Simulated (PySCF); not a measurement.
**How many f electrons in LaN?**

Unrestricted PBE0; La x2c-TZVPPall, N x2c-TZVPPall; spin-free X2C with a Gaussian nucleus (PySCF 2.14). The search starts from ions with several 4f fillings and holds each by maximum overlap.

The lowest solution has 2Ms+1 = 1, about 0.1 4f electrons, near 1.80 Å.

Solutions at the starting distance of 2.070 Å, counted from the lowest; the search is not exhaustive:

| 2Ms+1 | 4f population | E (eV) | ⟨S²⟩ | ⟨Lz²⟩ | μ (D) |
| --- | --- | --- | --- | --- | --- |
| 1 | 0.12 | 0.00 | 0.00 | 0.0 | -8.76 |
| 3 | 0.15 | 0.39 | 2.01 | 0.0 | -4.42 |
| 1 | 0.15 | 0.41 | 1.02 | 0.0 | -3.78 |
| 1 | 0.15 | 0.60 | 1.02 | 1.1 | -4.51 |
| 3 | 0.14 | 1.04 | 2.01 | 4.0 | -7.60 |
| 3 | 0.20 | 1.68 | 2.01 | 1.0 | -3.93 |
| 5 | 0.12 | 2.40 | 6.01 | 5.0 | -2.23 |
| 5 | 0.12 | 2.40 | 6.01 | 5.0 | -2.18 |
| 5 | 0.15 | 3.10 | 6.01 | 2.1 | 0.09 |
| 5 | 0.16 | 3.26 | 6.01 | 2.3 | -0.01 |

Partly filled real f orbitals mix terms, so no term symbols are given. A positive dipole means La(−)N(+).

Spin–orbit coupling is left out. Counting both spins, an empty level lies below a filled one in some of these solutions, because spin and occupation are held.
